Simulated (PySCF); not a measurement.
Work out the structure from these simulated measurements.

Elements present: C, F, H, O and Si. Monoisotopic mass: 156.0407 u.

| Item | Value |
| --- | --- |
| Triplet | lowest triplet excitation (Tamm–Dancoff): 4.07 eV [TDA wB97X-D/def2-SVPD] |
| Dipole | 1.08 D [wB97X-D/def2-SVPD] |
| 1H NMR | chemical shifts (computed TMS as zero) by class: 7.30 (2 H), 6.98 (2 H), 5.58 (2 H), 5.06 (3 H) ppm [GIAO PBE0/pcSseg-1] |
| Polarisability | 112.7 au [wB97X-D/def2-SVPD] |
| Rotational structure | rotational constants A, B, C: 3.433, 0.505, 0.444 GHz [PBE0-D3(BJ)/def2-SVP] |
| NMR, other nuclei | isotropic shieldings of nuclei other than C and H, by class: 239 (1 O), 436 (1 F), 389 (1 Si) ppm [GIAO PBE0/pcSseg-1] |
| UV, strongest line | among the 10 lowest singlet transitions: S4 at 6.88 eV (180 nm, f = 0.844) [TDDFT wB97X-D/def2-SVPD] |
| UV, first state | lowest singlet excitation: 5.13 eV (242 nm, f = 0.025) [TDDFT wB97X-D/def2-SVPD] |
| 13C NMR | chemical shifts (computed TMS as zero) by class: 161.4 (1 C), 135.6 (1 C), 129.1 (2 C), 121.6 (2 C), 84.1 (1 C) ppm [GIAO PBE0/pcSseg-1] |
| Valence photoelectron | vertical ionisation energy: 8.40 eV [ΔSCF wB97X-D/def2-SVPD] |

Gas-phase values; electronic properties from PySCF, density fitting. Levels stand in brackets. Isolated species at its PBE0-D3(BJ)/def2-SVP geometry (one conformer only). Each NMR value is the plain mean over a class of atoms that symmetry, rotation or inversion makes alike.

Q: Which formula fits the mass and the elements?

A: C7H9FOSi (calculated 156.0407). No other formula that holds each of these elements comes within 0.0003 u with a fitting electron parity and a possible valence count.

Q: Give a SMILES that accounts for the data.

A: Numbering: `[F:1][CH2:2][c:3]1[cH:4][cH:5][c:6]([O:7][SiH3:8])[cH:9][cH:10]1`. Its formula, C7H9FOSi, gives 4 degrees of unsaturation: 1 ring and 3 π bonds in the structure found (Kekulé form). 7 carbons fall into 5 classes; from least to most shielded: aromatic carbon bearing oxygen [C6] (161.4 ppm), substituted aromatic carbon [C3] (135.6 ppm), aromatic CH carbon [C4/C10] (129.1 ppm, 2 C), aromatic CH carbon [C5/C9] (121.6 ppm, 2 C, up to 6.5 ppm apart in this geometry), sp3 C–F carbon [C2] (84.1 ppm). Hydrogen classes from least to most shielded: 2 H on 2 aromatic CH carbons, C4/C10 (7.30 ppm, a mean of values up to 0.6 ppm apart in this geometry), 2 H on 2 aromatic CH carbons, C5/C9 (6.98 ppm), 2 H on an sp3 C–F carbon, C2 (5.58 ppm), 3 H on an oxygen-bound silicon, Si8 (5.06 ppm). The other shieldings belong to: 239 ppm, silyl ether oxygen [O7]; 436 ppm, alkyl fluorine [F1]; 389 ppm, oxygen-bound silicon [Si8]. The first electron is taken from the HOMO, whose largest Löwdin shares are 0.19 on the substituted aromatic carbon, 0.16 on the aromatic carbon bearing oxygen, 0.16 on the silyl ether oxygen and 0.10 on an aromatic CH carbon. By its constants the optimised geometry is an asymmetric top. Structure: `FCc1ccc(O[SiH3])cc1`. Computed isomers that give other values at the same levels: `Cc1cccc(O[SiH3])c1F` (rotational constant A: 2.019 GHz; this holds for the one conformer computed); `FC[SiH2]Oc1ccccc1` (rotational constant A: 4.309 GHz; this holds for the one conformer computed). The assignments are read from this structure; whether some other isomer fits the data as well wasn't checked.

The values belong to the conformer `[F:1][CH2:2][c:3]1[cH:4][cH:5][c:6]([O:7][SiH3:8])[cH:9][cH:10]1`: F1–C2–C3–C4 1°, C5–C6–O7–Si8 0°.
